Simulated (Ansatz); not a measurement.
`NB(F)Cl` + H₂Se → `FB(Cl)[SeH]` + NH₃ at 400 K and 1 bar (ligand exchange at a B–N bond).

Computed with Ansatz on PBE0-D4/def2-TZVP structures; ΔE is electronic, products minus reactants. CBS: MP2 limit from def2 TZ/QZ plus the TZ coupled-cluster correction, frozen cores. This one scheme is used for every species. For Se outer-core shells are correlated without core-valence functions, which leaves a few kJ/mol of doubt a bond. Scalar relativity is left out up to krypton. One conformer a species, not always the lowest.

| species | CCSD(T)/CBS energy (Eh) | H − E (kJ/mol) | S (J/(mol·K)) |
| --- | --- | --- | --- |
| `NB(F)Cl` | -640.42619 | 114.7 | 310.5 |
| H₂Se | -2401.89790 | 49.4 | 229.5 |
| `FB(Cl)[SeH]` | -2985.79275 | 66.4 | 335.1 |
| NH₃ | -56.50880 | 104.2 | 203.1 |

H − E and S are ideal-gas, rigid-rotor, harmonic terms from PBE0-D4/def2-TZVP, for one conformer and one mirror image of each species. 1 Eh = 2625.50 kJ/mol, R = 8.31446 J/(mol·K).

Q: By hand: ΔE, ΔH, ΔS and ΔG.

A: ΔE = (-2985.79275) + (-56.50880) − (-640.42619) − (-2401.89790) = 0.02254 Eh = 59.2 kJ/mol. Δ(H − E) = 66.4 + 104.2 − 114.7 − 49.4 = 6.5, so ΔH = 65.7 kJ/mol. ΔS = 335.1 + 203.1 − 310.5 − 229.5 = -1.8 J/(mol·K). ΔG = 65.7 − 400 × (-1.8)/1000 = 66.4 kJ/mol.

Q: By hand: the equilibrium constant, and the temperature at which ΔG would vanish if ΔH and ΔS stayed fixed.

A: log₁₀ K = −ΔG/(RT ln 10) = -8.7. ΔH and −TΔS have one sign here, so there is no such temperature.

The number of gas molecules stays the same, so ΔS is small and ΔH decides. A doubt of 5 kJ/mol in ΔE shifts log₁₀ K by 0.7 here. Other conformers and mirror images would add mixing entropy, several J/(mol·K) or more a flexible species. These are equilibria of isolated gas molecules and say nothing of rates. Largest T1 diagnostic: 0.011 (customary marks: 0.02 for closed shells, 0.045 for open ones).

ΔS is within the doubt of such terms, so its sign, and with it that verdict, could turn.
